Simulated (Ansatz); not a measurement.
C$_{2}$Cl$_{4}$ (SMILES ClC(Cl)=C(Cl)Cl), singlet, at a GFN2-xTB geometry. Base run: CCSD/def2-SV(P) in Ansatz (a first-principles code).

The Ansatz input:
Ansatz 0.2 input:
```yaml
crystal:
  periodic: [false, false, false]
  atoms:
    - {symbol: C, position_ang: [0.00305246, 0.00262455, 0.66926011]}
    - {symbol: C, position_ang: [-0.00305246, -0.00262455, -0.66926011]}
    - {symbol: Cl, position_ang: [0.00298418, 1.45814059, 1.57060993]}
    - {symbol: Cl, position_ang: [0.01139454, -1.44577756, 1.58195950]}
    - {symbol: Cl, position_ang: [-0.00298418, -1.45814059, -1.57060993]}
    - {symbol: Cl, position_ang: [-0.01139454, 1.44577756, -1.58195950]}
basis:
  gaussian:
    orbitals: def2-SV_P_.json
magnetization: {spin_polarized: false}
correlation: {method: ccsd}
```
The basis file holds def2-SV(P) in the JSON format of the Basis Set Exchange.

The base run was repeated with changes; each row names its change, and settings that it needs were set with it.

```tsv
change	ΔE vs base (mEh)	MP2 correlation (Eh)	CC correlation without the perturbative part (Eh)	basis functions
base	0.000	-0.80316	-0.84781	100
accuracy = high	-0.011	-0.80316	-0.84781	100
method = mp2	44.649	-0.80316	-	100
diis_vectors = 4	0.001	-0.80316	-0.84781	100
electrons = all	-36.340	-0.84416	-0.88415	100
method = rpa	-29.692	-	-	100
electrons = outside_noble_gas	0.000	-0.80316	-0.84781	100
method = bccd_t	-27.674	-0.80316	-0.84653	100
fitting = cc-pVTZ-JKFIT (mean field), cc-pVTZ-RIFIT (correlation)	0.125	-0.80306	-0.84777	100
reference functional = pbe0	8.287	-	-0.86537	100
```
